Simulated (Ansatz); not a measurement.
`C[CH2][Sn][CH2]C` + H–F → `C[CH2][Sn][F]` + ethane at 600 K and 1 bar (ligand exchange at the Sn–C bond).

Calculated with Ansatz (gas phase, PBE0-D4/def2-TZVP geometries, no zero-point term in ΔE). CCSD(T)/CBS adds triple-zeta CCSD(T) − MP2 to the extrapolated MP2 energy (def2 sets, frozen cores). This one scheme is used for every species. Elements past krypton have def2 core potentials. For Sn outer-core shells are correlated without core-valence functions, which leaves a few kJ/mol of doubt a bond. One conformer a species, not always the lowest.

```
           species  CCSD(T)/CBS energy (Eh)  H − E (kJ/mol)  S (J/(mol·K))
`C[CH2][Sn][CH2]C`               -372.23841           410.7          501.9
               H–F               -100.39570            42.3          194.0
   `C[CH2][Sn][F]`               -392.96747           223.5          420.2
              `CC`                -79.71954           228.8          274.9
```

H − E and S are ideal-gas, rigid-rotor, harmonic terms from PBE0-D4/def2-TZVP, for one conformer and one mirror image of each species. 1 Eh = 2625.50 kJ/mol, R = 8.31446 J/(mol·K).

Problem. By hand: ΔE, ΔH, ΔS and ΔG.

Solution. ΔE = (-392.96747) + (-79.71954) − (-372.23841) − (-100.39570) = -0.05290 Eh = -138.9 kJ/mol. Δ(H − E) = 223.5 + 228.8 − 410.7 − 42.3 = -0.7, so ΔH = -139.6 kJ/mol. ΔS = 420.2 + 274.9 − 501.9 − 194.0 = -0.8 J/(mol·K). ΔG = -139.6 − 600 × (-0.8)/1000 = -139.1 kJ/mol.

Problem. By hand: the equilibrium constant, and the temperature at which ΔG would vanish if ΔH and ΔS stayed fixed.

Solution. log₁₀ K = −ΔG/(RT ln 10) = 12.1. ΔG = 0 at ΔH/ΔS = 174500 K, far beyond where these terms or the molecules hold.

The number of gas molecules stays the same, so ΔS is small and ΔH decides. A doubt of 5 kJ/mol in ΔE shifts log₁₀ K by 0.4 here. Other conformers and mirror images would add mixing entropy, several J/(mol·K) or more a flexible species. Modes under 60 cm⁻¹, often nearly free rotors, make the harmonic entropy too high. These are equilibria of isolated gas molecules and say nothing of rates. Largest T1 diagnostic: 0.015 (customary marks: 0.02 for closed shells, 0.045 for open ones).
